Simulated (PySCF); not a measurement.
**Electron correlation in Pb (lead, neutral)**

[Xe] 4f14 5d10 6s2 6p1 6d1, one real determinant (an excited configuration). Calculation: PySCF 2.14, in x2c-TZVPPall with one added diffuse shell each of s, p, d, f type (12s8p7d4f, 99 functions); scalar relativity by spin-free X2C-1e. Frozen: [Xe] 4f14 5d10; 4 electrons correlated.

```tsv
level	correlation energy (mhartree)
CCSD	-43.95
(T)	-1.31
CCSD(T)	-45.26
```

Diagnostics: T1 = 0.025, D1 = 0.0674, largest double amplitude 0.106.

The real determinant used has ⟨L²⟩ near 8 against 12 for a pure F term, so it mixes terms. Spin-orbit coupling, absent here, splits the open shell strongly. The outer electron is Rydberg-like, and this basis confines it to a smaller radius and binds it less than a complete one would.

Cost of the coupled-cluster step: roughly 7 core-seconds, for 4 correlated electrons.

Iterations:

```
CC2 = 0
CCSD nocc = (np.int64(3), np.int64(1)), nmo = (60, 60)
frozen orbitals [[0, 1, 2, 3, 4, 5, 6, 7, 8, 9, 10, 11, 12, 13, 14, 15, 16, 17, 18, 19, 20, 21, 22, 23, 24, 25, 26, 27, 28, 29, 30, 31, 32, 33, 34, 35, 36, 37, 38], [0, 1, 2, 3, 4, 5, 6, 7, 8, 9, 10, 11, 12, 13, 14, 15, 16, 17, 18, 19, 20, 21, 22, 23, 24, 25, 26, 27, 28, 29, 30, 31, 32, 33, 34, 35, 36, 37, 38]]
max_cycle = 100
direct = 0
conv_tol = 1e-08
conv_tol_normt = 1e-06
diis_space = 8
diis_start_cycle = 0
Init t2, MP2 energy = -0.0326753783006262
Init E_corr(UCCSD) = -0.0326753783025095
cycle = 1  E_corr(UCCSD) = -0.0396312277157128  dE = -0.00695584941  norm(t1,t2) = 0.0507224
cycle = 2  E_corr(UCCSD) = -0.0417933281062832  dE = -0.00216210039  norm(t1,t2) = 0.0266638
cycle = 3  E_corr(UCCSD) = -0.0437468877553676  dE = -0.00195355965  norm(t1,t2) = 0.0174029
cycle = 4  E_corr(UCCSD) = -0.0438011578425345  dE = -5.42700872e-05  norm(t1,t2) = 0.00796267
cycle = 5  E_corr(UCCSD) = -0.0439640381400391  dE = -0.000162880298  norm(t1,t2) = 0.00282033
cycle = 6  E_corr(UCCSD) = -0.0439297388257161  dE = 3.42993143e-05  norm(t1,t2) = 0.000769503
cycle = 7  E_corr(UCCSD) = -0.0439574316724851  dE = -2.76928468e-05  norm(t1,t2) = 0.000304235
cycle = 8  E_corr(UCCSD) = -0.043958319214365  dE = -8.8754188e-07  norm(t1,t2) = 0.000349096
cycle = 9  E_corr(UCCSD) = -0.0439489023565855  dE = 9.41685778e-06  norm(t1,t2) = 0.000179789
cycle = 10  E_corr(UCCSD) = -0.043952162077474  dE = -3.25972089e-06  norm(t1,t2) = 0.000142603
cycle = 11  E_corr(UCCSD) = -0.0439525398613864  dE = -3.77783912e-07  norm(t1,t2) = 0.000100589
cycle = 12  E_corr(UCCSD) = -0.0439521008680839  dE = 4.38993303e-07  norm(t1,t2) = 3.35946e-05
cycle = 13  E_corr(UCCSD) = -0.0439521138951835  dE = -1.30270996e-08  norm(t1,t2) = 8.45891e-06
cycle = 14  E_corr(UCCSD) = -0.0439522629963096  dE = -1.49101126e-07  norm(t1,t2) = 3.53161e-06
cycle = 15  E_corr(UCCSD) = -0.0439522631798495  dE = -1.83539815e-10  norm(t1,t2) = 7.66398e-07
UCCSD converged
E(UCCSD) = -20879.72769144509  E_corr = -0.04395226317984946
UCCSD(T) correction = -0.00130633393440048
```

The reference is one real determinant that mixes LS terms of this configuration.
